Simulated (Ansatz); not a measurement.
Molecule: MoH, charge 0, multiplicity 6. The spin state was set by rule; other spins were not relaxed. SMILES: [MoH]
Coordinates optimised at B3LYP-D3(BJ)/def2-TZVP (Ansatz, a program for electronic structure):
```
Mo
H 1 1.7201
```
Charge 0, spin multiplicity 6.

**Question.** Give the harmonic wavenumbers at B3LYP-D3(BJ)/def2-TZVP (Ansatz, finite differences of forces, unscaled).

**Answer.** 1775 cm⁻¹. Zero-point energy 2.5 kcal/mol.

**Question.** From these and the geometry, give the ideal-gas thermochemistry at 298.15 K and 1 atm (rigid rotor, harmonic oscillator).

**Answer.** Point group C∞v, rotational symmetry number 1. Rotational constants 171.2, 171.2 GHz. S(trans) 39.63, S(rot) 9.12, S(vib) 0.00, S(elec, spin only) 3.56, S 52.3 cal/(mol K). H(298) - H(0) 2.07 kcal/mol; G - E(el) -11.0 kcal/mol.
